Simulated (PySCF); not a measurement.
These 3 structures share the formula CH10Si3. Method: PBE0-D3(BJ)/def2-SVP geometry optimisation, gas phase (PySCF 2.14.0). Energies are electronic, without zero-point or thermal terms, for one conformer each. No frequencies were run at this level. Point groups hold within 0.08 Å.

**Question.** Rank from lowest to highest electronic energy at this level (kcal/mol).
A. `[SiH3:1][CH2:2][SiH2:3][SiH3:4]` with Si1–C2–Si3–Si4 -54°
B. `[SiH3]C([SiH3])[SiH3]`
C. `C[SiH]([SiH3])[SiH3]`

**Answer.** C (0.0), A (3.0), B (3.1).

As drawn, the lowest has an Si–Si bond, which the highest lacks. Neighbours under 2.5 kcal/mol apart ([SiH3]C[SiH2][SiH3] and [SiH3]C([SiH3])[SiH3]) can change places with a better method, another conformer or zero-point energy.

```csv
SMILES,E (Eh),E rel (kcal/mol),dipole (D),point group,"A, B, C (MHz)"
C[SiH]([SiH3])[SiH3],-911.87847,0.0,1.00,Cs,"3450, 1947, 1388"
[SiH3]C[SiH2][SiH3],-911.87364,3.0,0.97,C1,"4549, 1660, 1322"
[SiH3]C([SiH3])[SiH3],-911.87358,3.1,0.70,near C3v,"2814, 2803, 1524"
```

**Question.** As an exercise, what shares would exp(−E/RT) give at 2000 K from these electronic energies alone (no entropy, no degeneracies)?

**Answer.** RT = 3.974 kcal/mol: C[SiH]([SiH3])[SiH3] 51.8 %, [SiH3]C[SiH2][SiH3] 24.2 %, [SiH3]C([SiH3])[SiH3] 24.0 %.
